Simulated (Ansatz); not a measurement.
Cost and result for the atomization energy of `[SiH3][Ga]1[O][SiH2][S]1` (10 atoms, 10 bonds).

Z-matrix (Å, degrees):
```
Si
S 1 2.165
Ga 1 2.613 2 54.4
O 1 1.646 2 98.6 3 0.0
H 1 1.485 2 111.4 3 118.8
H 1 1.485 2 111.3 3 -118.8
Si 3 2.386 1 167.0 2 180.0
H 7 1.485 3 108.9 1 -60.7
H 7 1.484 3 109.4 1 179.1
H 7 1.485 3 108.9 1 58.9
```

Charge 0, multiplicity 1. Correlated methods include outer-core shells of Ga, which these sets cover unevenly. Scalar relativity is left out up to krypton. The structure was optimised at the PBE0-D4/def2-TZVP level. Program: Ansatz. All runs use 2 threads of an AMD EPYC 7R13 on a shared host and a share of an NVIDIA H100 80 GB. Times are those of one run each, without the atoms' runs, and a repeat can differ threefold. Electronic energies, without spin–orbit coupling; frozen cores. CCSD(T)/CBS adds CCSD(T) − MP2 in def2-TZVPP to the MP2 limit, and its time is that of the two runs behind it. T1 = 0.015. With those shells the extrapolation isn't a true limit. HSE06 is the plane-wave form, built on full-range PBE exchange.

CCSD(T)/CBS is a level of theory with its own doubt, some kJ/mol a heavy atom from the limit and from the frozen cores, so smaller differences don't rank the functionals.

```json
{"level": "revPBE-D4/def2-TZVPP", "functions": "275", "wall time": "2.7 s"}
{"level": "PBE0-D4/def2-TZVPP", "functions": "275", "wall time": "3 s"}
{"level": "BLYP-D4/def2-TZVPP", "functions": "275", "wall time": "3.4 s"}
{"level": "B2PLYP/def2-TZVPP", "functions": "275", "wall time": "3.4 s"}
{"level": "r2SCANh-D4/def2-TZVPP", "functions": "275", "wall time": "3.5 s"}
{"level": "HSE06-D4/def2-TZVPP", "functions": "275", "wall time": "3.9 s"}
{"level": "CCSD(T)/def2-SVP", "functions": "125", "wall time": "3.9 s"}
{"level": "CAM-B3LYP-D4/def2-TZVPP", "functions": "275", "wall time": "4.3 s"}
{"level": "ωB97X-V/def2-TZVPP", "functions": "275", "wall time": "4.9 s"}
{"level": "CCSD(T)/def2-TZVPP", "functions": "275", "wall time": "5.5 s"}
{"level": "ωB97M-V/def2-TZVPP (with forces)", "functions": "275", "wall time": "6 s"}
{"level": "MP2/def2-QZVPP", "functions": "506", "wall time": "8 s"}
{"level": "CCSD(T)/CBS(def2)", "functions": "–", "wall time": "14 s"}
```

Question: What atomization energy does each give, and how far from CCSD(T)/CBS? (Estimate.)

Answer: The calculation gave: 
```
                           level  atomization (kJ/mol)  difference from CCSD(T)/CBS  per bond
            revPBE-D4/def2-TZVPP                3122.6                        -94.6      -9.5
              PBE0-D4/def2-TZVPP                3160.7                        -56.5      -5.7
              BLYP-D4/def2-TZVPP                3134.5                        -82.7      -8.3
               B2PLYP/def2-TZVPP                3137.5                        -79.7      -8.0
           r2SCANh-D4/def2-TZVPP                3196.3                        -20.9      -2.1
             HSE06-D4/def2-TZVPP                3162.6                        -54.6      -5.5
                CCSD(T)/def2-SVP                2938.3                       -278.9     -27.9
         CAM-B3LYP-D4/def2-TZVPP                3177.6                        -39.6      -4.0
              ωB97X-V/def2-TZVPP                3230.3                         13.1       1.3
              CCSD(T)/def2-TZVPP                3123.2                        -94.0      -9.4
ωB97M-V/def2-TZVPP (with forces)                3197.6                        -19.6      -2.0
                  MP2/def2-QZVPP                3228.3                         11.1       1.1
               CCSD(T)/CBS(def2)                3217.2                          0.0       0.0
```

The D4 term adds +49.7 kJ/mol with B3LYP and +26.0 kJ/mol with PBE0; it sums over pairs of atoms, weighted by their polarisabilities, and B3LYP, whose exchange is more repulsive, gets the larger term. Leaving LDA and LC-ωPBE aside and taking each functional with its dispersion term where it has one, the values, not all of them listed here, spread over 127.3 kJ/mol, from BHLYP-D4 to ωB97X-V. LDA lies +444.0 kJ/mol from PBE without D4, its usual overbinding. From r2SCAN to r2SCAN0 (25 % exact exchange), in def2-TZVPP and without D4, the atomization energy moves by −52.2 kJ/mol: exact exchange takes away binding that semilocal exchange gives to molecules.

B3LYP here is the variant with VWN-RPA as its local correlation; programs differ in this.
